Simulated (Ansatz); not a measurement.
`C=CBC[SiH3]` + HCl → `C=CBCl` + `C[SiH3]`  (ligand exchange at a B–C bond)

Calculated with Ansatz (gas phase, PBE0-D4/def2-TZVP geometries, no zero-point term in ΔE). CCSD(T)/CBS is the MP2 limit (def2-TZVPP, def2-QZVPP) plus CCSD(T) − MP2 in def2-TZVPP, frozen cores. This one scheme is used for every species. Each species was taken in one conformer, which may not be the lowest.

```csv
species,CCSD(T)/CBS(def2) energy (Eh)
`C=CBC[SiH3]`,-433.42512
HCl,-460.38127
`C=CBCl`,-563.09944
`C[SiH3]`,-330.73916
```

Question: Work out ΔE.

Answer: ΔE = (-563.09944) + (-330.73916) − (-433.42512) − (-460.38127) = -0.03221 Eh = -84.6 kJ/mol.

Largest T1 diagnostic among the species: 0.012.

In def2-TZVPP, CCSD(T) changes the Hartree–Fock value by +15.5 kJ/mol (the triples alone add +0.7 kJ/mol) and MP2 by +13.2 kJ/mol. The D4 term adds +8.9 kJ/mol with B3LYP and +5.3 kJ/mol with PBE0; it sums over pairs of atoms, weighted by their polarisabilities, and B3LYP, whose exchange is more repulsive, gets the larger term.

B3LYP here is the variant with VWN-RPA as its local correlation; programs differ in this.
